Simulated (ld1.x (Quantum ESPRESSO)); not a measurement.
**beryllium (Be), PAW: configuration errors across variants**

ld1.x (Quantum ESPRESSO) 7.5 input, shortened:

```
&input
   title='Be', zed=4., rel=0, dft='PBE', iswitch=3,
   config='[He] 2s2 2p0'
 /
 &inputp
   pseudotype=3, lpaw=.true., tm=.true., lloc=-2, rcloc=1.30,
   nlcc=.false.,
   which_augfun='BG', rmatch_augfun=0.70
 /
4
1S  1  0   2.00   0.00  0.75  0.80  0.0
2S  2  0   2.00   0.00  0.75  0.80  0.0
2P  2  1   0.00   0.00  3.15  3.65  0.0
2P  2  1   0.00   4.65  3.15  3.65  0.0
 &test
   configts(1)='1s2 2s2 2p0'
 /
```

All-electron excitation energies from the reference (eV): (1) 1s2 2s1 2p0 9.549; (2) 1s2 2s0 2p0 27.494; (3) 1s2 2s1.5 2p0 3.760; (4) 1s1 2s2 2p0 128.261.

The overlap operator is not positive definite (basis up to 400 Ry) in “waves 2p (bound): rcut 3.15, rcutus 5.44 bohr; 2p channel at 4.65 Ry: rcut 3.15, rcutus 5.44 bohr”. Such files are unfit for use, however small their errors in these radial tests.

Tests that are not counted but printed errors over 1 eV. “waves 2p (bound): rcut 3.15, rcutus 4.48 bohr; 2p channel at 4.65 Ry: rcut 3.15, rcutus 4.48 bohr”: 1s2 2s0 2p2 (solver errors, printed error -14.1 eV); 1s2 2s0 2p1 (solver errors, printed error -3.9 eV). “waves 2p (bound): rcut 3.15, rcutus 4.78 bohr; 2p channel at 4.65 Ry: rcut 3.15, rcutus 4.78 bohr”: 1s2 2s0 2p2 (solver errors, printed error -167 eV); 1s2 2s0 2p1 (solver errors, printed error -3.9 eV). “waves 2p (bound): rcut 3.15, rcutus 5.44 bohr; 2p channel at 4.65 Ry: rcut 3.15, rcutus 5.44 bohr”: 1s2 2s0 2p2 (solver errors, printed error -167 eV); 1s2 2s0 2p1 (solver errors, printed error -4.2 eV).

A true bound ghost makes a file unfit for plane-wave use even where its test errors are small: the radial tests pick states by their node count and pass the ghost by.

Errors AE − PS in meV (a dash: test not solved or not reliable):

```csv
change,(1),(2),(3),(4),bound ghosts
base,-0.1,-0.4,0.0,-55,none
"waves 2p (bound): rcut 2.32, rcutus 2.46 bohr; 2p channel at 4.65 Ry: rcut 2.32, rcutus 2.46 bohr",-0.1,-0.4,0.0,-55,none
"waves 2p (bound): rcut 2.56, rcutus 2.72 bohr; 2p channel at 4.65 Ry: rcut 2.56, rcutus 2.72 bohr",-0.1,-0.4,0.0,-55,none
"waves 2p (bound): rcut 2.98, rcutus 3.16 bohr; 2p channel at 4.65 Ry: rcut 2.98, rcutus 3.16 bohr",-0.1,-0.4,0.0,-55,none
"waves 2p (bound): rcut 3.15, rcutus 3.44 bohr; 2p channel at 4.65 Ry: rcut 3.15, rcutus 3.44 bohr",-0.1,-0.4,0.0,-55,none
"waves 2p (bound): rcut 3.15, rcutus 3.82 bohr; 2p channel at 4.65 Ry: rcut 3.15, rcutus 3.82 bohr",-0.1,-0.4,0.0,-55,none
"waves 2p (bound): rcut 3.15, rcutus 4.48 bohr; 2p channel at 4.65 Ry: rcut 3.15, rcutus 4.48 bohr",-0.1,-0.4,0.0,-55,none
"waves 2p (bound): rcut 3.15, rcutus 4.78 bohr; 2p channel at 4.65 Ry: rcut 3.15, rcutus 4.78 bohr",-0.1,-0.4,0.0,-55,none
"waves 2p (bound): rcut 3.15, rcutus 5.12 bohr; 2p channel at 4.65 Ry: rcut 3.15, rcutus 5.12 bohr",-0.1,-0.4,0.0,-55,p
"waves 2p (bound): rcut 3.15, rcutus 5.44 bohr; 2p channel at 4.65 Ry: rcut 3.15, rcutus 5.44 bohr",-0.1,-0.4,0.0,-55,not determined (overlap not positive)
```

Task: Give the same row for: waves 2p (bound): rcut 3.15, rcutus 4.02 bohr; 2p channel at 4.65 Ry: rcut 3.15, rcutus 4.02 bohr.

Result: -0.1, -0.4, 0.0, -55; bound ghosts: none.
